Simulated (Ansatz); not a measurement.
Isomers of Zn3SeF4 (singlet), relaxed with r2SCAN-D4/def2-SVP; total energies from Ansatz at ωB97X-V/def2-TZVP.

```
isomer                                                                  description  energy (Eh)
     A            point group Cs; 6 × F–Zn 1.75 to 2.02 Å; 3 × Se–Zn 2.39 to 2.41 Å  -8138.68992
     B  point group not assigned; 5 × F–Zn 1.73 to 1.92 Å; 3 × Se–Zn 2.27 to 2.45 Å  -8138.68489
```

The isomers come from a short search, and lower ones may exist.

**Question.** Work out the relative energies (1 Eh = 2625.5 kJ/mol) and the Boltzmann populations at 298 K from electronic energies alone (R = 8.314 J/mol/K).

**Answer.** ΔE: A 0.0, B 13.2 kJ/mol. RT = 2.48 kJ/mol. Factors exp(−ΔE/RT): A 1, B 0.00488; sum 1.005. Populations: A 99.5 %, B 0.5 %. Zero-point energy, vibrational entropy and symmetry numbers are left out and can shift these; an error of 4 kJ/mol changes a ratio by a factor of 5.0. Over the other density-functional and correlated levels in def2 sets, the gap between A and B ranges from 3 to 17 kJ/mol.
